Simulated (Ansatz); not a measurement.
Born–Oppenheimer molecular dynamics of ClF3Zr (5 atoms, charge 0, multiplicity 1). It starts from a relaxed structure.

These are results of RKS PBE0-D4/def2-SVP (Ansatz), not measurements.

```json
{
 "ensemble": "NVT, Langevin thermostat",
 "time step": "2 fs",
 "steps asked": "433",
 "set temperature": "1000 K",
 "friction": "0.001 /fs",
 "seed": "76058"
}
```

First frame:

```xyz
5
Properties=species:S:1:pos:R:3
Zr 0.024 0.000 -0.008
F 0.010 0.000 1.881
Cl 2.233 0.000 -0.789
F -0.878 1.539 -0.631
F -0.878 -1.539 -0.631
```

(1) How far do the bonds stretch over the last three quarters of this one trajectory? (Pairs bonded in most of those frames.)

## Answers

(1) 
| bond | mean (Å) | spread (Å) | shortest | longest |
| --- | --- | --- | --- | --- |
| Zr1–F2 | 1.905 | 0.080 | 1.75 | 2.06 |
| Zr1–Cl3 | 2.345 | 0.038 | 2.26 | 2.45 |
| Zr1–F4 | 1.892 | 0.041 | 1.82 | 1.97 |
| Zr1–F5 | 1.895 | 0.036 | 1.82 | 1.98 |

Mean temperature of the second half: 569 K. The mean temperature of the second half is 43 % below the set value. A run of 0.87 ps of so small a system gives no equilibrium averages.

Run time: 24 min on 2 threads of AMD EPYC 7R43 64-Core Processor (Zen 3), on a shared host, peak memory 0.21 GiB.
